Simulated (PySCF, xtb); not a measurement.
CH3CdFS, SMILES C[S][Cd][F]. The values are those of a single conformer.

Harmonic wavenumbers (cm⁻¹) from GFN2-xTB (xtb) at its own minimum, in rising order: 34, 115, 131, 171, 282, 308, 714, 945, 946, 1308, 1421, 1429, 2984, 2993, 3047.

Question: What does PySCF 2.14.0 with B3LYP-D3(BJ)/def2-SVP give at its own minimum? (Estimate from the structure and the level; the computed values follow.)

Answer: 87, 104, 140, 178, 346, 610, 690, 955, 968, 1336, 1454, 1459, 3045, 3146, 3150. Paired by order, the mean absolute difference is 61 cm⁻¹ and the zero-point energies are 24.1 and 25.3 kcal/mol.
